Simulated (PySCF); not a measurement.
# Two-component Hartree-Fock for P²⁺ (phosphorus, charge +2)

Start: [Ne] 3s1 3p2; 3s1/2 filled at m_j = +1/2; 3p3/2 filled at m_j = +1/2, +3/2. Calculated with PySCF 2.14 in x2c-SVPall-2c with one added diffuse shell each of s, p type (5s5p1d, 25 functions): generalised Hartree-Fock with the X2C-1e Hamiltonian and a Gaussian nucleus; one run each with spin-orbit coupling (SO) switched off, then screened by Boettger's factors. This is a chosen level, not necessarily the ground level.

| spinor shell | electrons | ε, spin-free (eV) | ε, screened SO (eV) | weight of nominal j (screened SO) | rms radius, screened SO (bohr) |
| --- | --- | --- | --- | --- | --- |
| 1s1/2 | 2 | -2206.2 | -2206.2 | 1.000 | 0.120 |
| 2s1/2 | 2 | -229.75 | -229.76 | 1.000 | 0.561 |
| 2p1/2 | 2 | -171.71 | -172.59 | 0.764 | 0.537 |
| 2p3/2 | 4 | -171.71 | -171.28 | 0.882 | 0.539 |
| 3s1/2 | 1 | -43.499 | -43.503 | 0.999 | 1.87 |
| 3p3/2 | 2 | -31.413 | -31.401 | 0.829 | 2.12 |

```tsv
quantity	spin-free	screened SO
E (hartree)	-340.13099	-340.13022
M_J	5/2	5/2
⟨J²⟩	8.753	8.753
⟨L²⟩	2.003	2.004
⟨S²⟩	3.750	3.750
```

Each row is a mean over spinors that exchange with the open shell spreads, by up to 1.987 eV (2p3/2).

Rows whose weight is well below 1 are mixtures of j = l ± 1/2: exchange outweighs spin-orbit coupling there, and the label is only the starting occupation.

Without spin-orbit coupling the j labels of p, d and f shells carry no meaning; the spin-free column gives the mean over the occupied spinors of each nl shell.
